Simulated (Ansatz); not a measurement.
Conformers of `C[Si](C)(N)O`, each relaxed with PBE0-D4/def2-TZVP in Ansatz. CBS adds the triple-zeta coupled-cluster correction to the MP2 limit.

Not all of them had a frequency check.

Conformer A:

Cartesian coordinates in Å:
```
C 0.226 1.457 -0.881
Si -0.223 -0.183 -0.115
C 0.375 -0.315 1.646
N 0.520 -1.426 -1.029
O -1.872 -0.377 -0.154
H 1.305 1.624 -0.849
H -0.093 1.499 -1.926
H -0.259 2.286 -0.358
H -0.103 0.434 2.285
H 1.456 -0.167 1.707
H 0.142 -1.298 2.065
H 0.505 -2.371 -0.680
H 0.423 -1.425 -2.032
H -2.404 0.263 0.322
```

Conformer B:

Cartesian coordinates in Å:
```
C -1.280 -1.204 -0.259
Si -0.161 0.236 0.113
C 1.247 0.343 -1.105
N 0.562 0.201 1.673
O -1.170 1.544 0.015
H -2.066 -1.288 0.495
H -1.765 -1.082 -1.231
H -0.720 -2.143 -0.271
H 1.872 -0.554 -1.076
H 0.863 0.447 -2.123
H 1.887 1.206 -0.901
H 1.523 -0.077 1.786
H 0.026 0.013 2.505
H -0.818 2.359 0.378
```

**Question.** Which is lowest in electronic energy at CCSD(T)/CBS (frozen core, def2 sets), and by how much? (An estimate is asked.)

**Answer.** Ansatz gave: B; A lies 3.2 kJ/mol higher.

**Question.** Give the energies relative to B (kJ/mol) with PBE-D4/def2-TZVPP, B3LYP-D4/def2-TZVPP, PBE0/def2-TZVPP, MP2/def2-TZVPP, MP2/def2-QZVPP, HF/CBS(def2), CCSD/CBS(def2). (Best estimate.)

**Answer.** Ansatz gave: 
| level | A |
| --- | --- |
| PBE-D4/def2-TZVPP | 2.8 |
| B3LYP-D4/def2-TZVPP | 3.0 |
| PBE0/def2-TZVPP | 3.1 |
| MP2/def2-TZVPP | 3.1 |
| MP2/def2-QZVPP | 3.2 |
| HF/CBS(def2) | 3.1 |
| CCSD/CBS(def2) | 3.2 |

B3LYP here is the variant with VWN-RPA as its local correlation; programs differ in this.
